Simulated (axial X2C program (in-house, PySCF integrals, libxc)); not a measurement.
# SiAs⁺: properties at the nuclei

Computed with an in-house all-electron X2C program for linear molecules (integrals from PySCF): two-component X2C with atomic mean-field Coulomb and Gaunt terms, Gaussian nuclei, basis As dyall-cv3z, Si dyall-v3z with contracted cores.

R = 2.329 Å (near the PBE0 minimum at charge 1 of the determinant lowest at the starting distance; the state shown can have its own minimum elsewhere).

Determinant lowest in the PBE0 search, Ω = 1 (⟨Sz⟩ = 1.00, ⟨Lz⟩ = 0.00 at PBE0), spin on the atoms As 0.76, Si 0.24:

| level | Eeff magnitude (GV/cm) | Ws magnitude As (kHz) | Ws magnitude Si (kHz) | A∥/gI As (MHz) | qzz As (a.u.) | A∥/gI Si (MHz) | qzz Si (a.u.) |
| --- | --- | --- | --- | --- | --- | --- | --- |
| PBE0 | 0.0901 | 0.0155 | 0.00629 | -379 | -4.57 | -38.4 | -2.04 |
| HF | 0.191 | 0.0363 | 0.0777 | -359 | -3.22 | -88.9 | -2.25 |
| TPSSh | 0.181 | 0.0569 | 0.00543 | -345 | -4.63 | -21.2 | -2.00 |
| r2SCAN | 0.224 | 0.0693 | 0.00562 | -442 | -4.84 | -33.7 | -2.00 |
| PBE | 0.0731 | 0.0104 | 0.00585 | -384 | -4.82 | -44.4 | -1.94 |

Determinant 0.63 eV from it at PBE0 and this distance, Ω = 0 (closed shell), highest spinor 56% As p, 33% Si p, 5% Si s:

```csv
level,qzz As (a.u.),qzz Si (a.u.)
PBE0,-4.79,-1.94
HF,-4.29,-2.23
TPSSh,-4.84,-1.89
r2SCAN,-5.02,-1.88
PBE,-4.95,-1.86
```

Eeff is the effective electric field on the electron electric dipole moment in this Ω state and Ws the scalar–pseudoscalar constant of the nucleus named (defined with the proton number Z and per Ω); A∥ (defined per Ω) follows by multiplying with gI = μI/(I μN); qzz is the electric field gradient, eQq0 = 234.96 MHz × Q/barn × qzz. The operators were transformed with the bare-nucleus X2C matrices; with these basis sets, hyperfine constants and field gradients can be off by tens of per cent, and where levels differ in sign neither size nor sign is settled.

Task: With gI(75As) = 0.9597, Q(75As) = 0.311 barn (g factors from the IAEA table of nuclear moments by Stone; Q from Pyykkö, Mol. Phys. 2018), turn the PBE0 values of the first state into constants in MHz.

Result: A∥(75As) = -379 × 0.9597 = -364 MHz; eQq0(75As) = 234.96 × (0.311) × (-4.57) = -334 MHz.

Each state is one determinant with collinear spin, which with several unpaired electrons need not be a pure state. Unrestricted Hartree–Fock can overshoot spin polarisation at the nuclei. In the state Ω = 1 the sign of Eeff differs between levels (HF against PBE0). A closed determinant beside an open π² or δ² triplet, such as (π1/2)², mixes with its partner pair into the 0⁺ component of the triplet and ¹Σ⁺, so its energy is not that of a level, and 0⁺ can lie lowest. With several open shells hyperfine constants can be off by a factor of several. Where Eeff spreads by more than a factor of two the levels disagree and none is to be relied on. Open-shell Ω = 0 determinants with evenly filled partner blocks cannot be reached by this program, so the Ω shown need not be the lowest component. The search compared states at one distance, so a state with another bond length can lie lower. The sign of Ws at As differs between levels in the first state. Further determinants of the search, some of them spin-mixed, are not shown. Where a field gradient or hyperfine factor spreads by more than a factor of two over the levels, a constant derived from it is not to be relied on. PBE0 term energies can be off by some tenths of an eV.
